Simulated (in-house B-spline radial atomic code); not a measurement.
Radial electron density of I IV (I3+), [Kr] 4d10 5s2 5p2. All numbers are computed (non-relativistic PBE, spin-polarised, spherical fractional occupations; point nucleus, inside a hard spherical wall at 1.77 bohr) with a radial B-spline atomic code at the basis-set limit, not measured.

Columns: r (bohr), 4πr²n(r) (electrons per bohr), bar.

```
 0.00133    2.033 #
 0.00159    2.826 #
  0.0019    3.905 ##
 0.00228    5.401 ###
 0.00273    7.383 ####
 0.00327       10 #####
 0.00391    13.37 #######
 0.00468    17.65 #########
  0.0056    22.93 ############
 0.00671    29.28 ###############
 0.00803     36.5 ##################
 0.00961    44.29 ######################
  0.0115    52.08 ##########################
  0.0138    59.13 ##############################
  0.0165    64.24 ################################
  0.0197    66.69 ##################################
  0.0236    66.21 #################################
  0.0283    63.34 ################################
  0.0338    60.07 ##############################
  0.0405    58.95 ##############################
  0.0485    62.38 ###############################
  0.0581    70.68 ####################################
  0.0695    80.75 #########################################
  0.0832     87.3 ############################################
  0.0996    85.75 ###########################################
   0.119    76.75 #######################################
   0.143    66.63 ##################################
   0.171    64.07 ################################
   0.204    69.63 ###################################
   0.245    74.66 ######################################
   0.293    68.03 ##################################
   0.351    49.67 #########################
    0.42       32 ################
   0.503    25.83 #############
   0.602    28.84 ###############
    0.72    30.28 ###############
   0.862    25.76 #############
    1.03       20 ##########
    1.24       15 ########
    1.48     6.72 ###
    1.75  0.03833
```

On this grid the curve has 4 maxima, near 0.0197, 0.0832, 0.245, 0.72 bohr.

The 5s up radial function P(r) = rR(r), positive near the nucleus:

```csv
r (bohr),P
0.000377,0.01564
0.000541,0.02224
0.000775,0.03147
0.00111,0.04427
0.00159,0.06178
0.00228,0.08532
0.00327,0.1158
0.00468,0.1531
0.00671,0.1951
0.00961,0.2341
0.0138,0.2549
0.0197,0.2316
0.0283,0.1313
0.0405,-0.0597
0.0581,-0.2973
0.0832,-0.4223
0.119,-0.2266
0.171,0.294
0.245,0.623
0.351,0.1385
0.503,-0.768
0.72,-0.6423
1.24,1.256
1.75,0.08087
```
